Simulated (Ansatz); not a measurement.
Au2F2, relaxed as a singlet with RKS PBE0-D4/def2-TZVP in Ansatz, starting from the GFN2-xTB geometry. Force threshold 0.02 eV/Å.

In the def2 sets Au takes a core potential; there is no spin–orbit coupling. The relaxation made no stability test and no search for a lower SCF solution. The structure comes from a short search, and lower isomers may exist.

Start:

Cartesian coordinates in Å:
```
Au -1.475 -0.829 -0.879
Au 0.481 0.271 0.287
F 0.797 1.319 -1.190
F 0.196 -0.761 1.782
```

```
step  energy (eV)  largest force component (eV/Å)  SCF passes
   1  -12817.2168                           2.360          18
   2  -12817.3842                           0.330          22
   3  -12817.3899                           0.067          21
   4  -12817.3901                           0.035          23
   5  -12817.3902                           0.000          24
```

Force components are those of the run's own axes.

End:

```xyz
4

Au   -1.4777   -0.8309   -0.8809
Au    0.4806    0.2703    0.2865
F     0.8119    1.3641   -1.2509
F     0.1852   -0.8034    1.8453
```

By distances, no bond broke or formed. The bond that changes most is Au2–F4, from 1.84 to 1.92 Å (atoms count from 1).

No frequencies were taken in this run, so the end may be a saddle point.

Run time 8 s (4 threads of Arm Neoverse V2 on a shared host).
